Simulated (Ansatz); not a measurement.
BClH (SMILES [BH]Cl), charge 0, multiplicity 2, relaxed at each level with Ansatz (a quantum-chemistry and plane-wave program); harmonic frequencies from differences of analytic forces, average atomic masses, frozen cores. Open shells are unrestricted.

```
level                harmonic frequencies (cm⁻¹)  ZPE (eV)  cost over PBE/def2-TZVPP (rough)
-------------------  ---------------------------  --------  --------------------------------
PBE/def2-TZVPP                      821 883 2568     0.265                                ×1
B3LYP/def2-TZVPP                    838 897 2639     0.271                                ×2
PBE0/def2-TZVPP                     844 911 2639     0.272                                ×1
MP2/cc-pV(T+d)Z                     864 936 2701     0.279                                ×1
CCSD(T)/cc-pV(D+d)Z                 852 936 2634     0.274                                ×2
CCSD(T)/cc-pV(T+d)Z                 851 922 2644     0.274                               ×40
```
